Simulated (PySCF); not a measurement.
A structure optimised at PBE-D3(BJ)/def2-SVP, used in a PySCF frequency run:

```xyz
12

C      2.7297    -0.4546    -0.6745
C      1.7012    -0.3658    -0.0153
C      0.4154    -0.2186     0.6514
N     -0.1992    -1.5071     1.0345
Si    -0.6942     0.7746    -0.5507
F     -2.1849     0.8139     0.1546
H      3.6567    -0.5399    -1.2237
H      0.5574     0.3884     1.5757
H     -0.2913    -2.1017     0.1990
H     -1.1587    -1.3278     1.3622
H     -0.8137     0.0040    -1.8324
H     -0.2504     2.1914    -0.7737
```
Charge 0, spin multiplicity 1.

**Question.** Write its SMILES and formula.

**Answer.** C#C[C@H](N)[SiH2]F, C3H6FNSi

**Question.** What are its rotational constants (standard atomic weights)?

**Answer.** 5.1907, 1.7892, 1.4131 GHz
